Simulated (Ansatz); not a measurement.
One change: `FC([SiH3])[TeH]` becomes `[SiH3]C(Cl)[TeH]`.

Ansatz, PBE0-D4/def2-TZVP geometries, multiplicity 1. 

Elements past krypton have def2 core potentials.

| property | `FC([SiH3])[TeH]` |
| --- | --- |
| size of the dipole moment (PBE/def2-TZVPP) / D | 1.22 |
| HOMO–LUMO gap (ωB97M-V/def2-TZVPP) / eV | 9.52 |
| HOMO energy (B3LYP/def2-TZVPP) / eV | -6.42 |
| HOMO–LUMO gap (B3LYP/def2-TZVPP) / eV | 5.15 |
| LUMO energy (ωB97M-V/def2-TZVPP) / eV | 0.77 |
| LUMO energy (PBE/def2-TZVPP) / eV | -1.85 |

Q: Give the same properties after the change, and the shifts. (An estimate is asked.)

A: Ansatz gave: 
```tsv
property	`[SiH3]C(Cl)[TeH]`	shift
size of the dipole moment (PBE/def2-TZVPP) / D	1.17	-0.05
HOMO–LUMO gap (ωB97M-V/def2-TZVPP) / eV	9.15	-0.37
HOMO energy (B3LYP/def2-TZVPP) / eV	-6.32	0.10
HOMO–LUMO gap (B3LYP/def2-TZVPP) / eV	4.79	-0.36
LUMO energy (ωB97M-V/def2-TZVPP) / eV	0.50	-0.27
LUMO energy (PBE/def2-TZVPP) / eV	-2.15	-0.30
```

With PBE0 the HOMO rises by 0.09 eV and the LUMO falls by 0.29 eV, so the gap narrows by about 0.38 eV. PBE moves the HOMO by 0.09 eV and ωB97M-V by 0.10 eV. Dipoles are sizes alone; their direction can turn.

B3LYP here is the variant with VWN-RPA as its local correlation; programs differ in this.

Spin–orbit coupling is left out; it splits and shifts lone-pair levels of the heavy atoms by tenths of an eV.
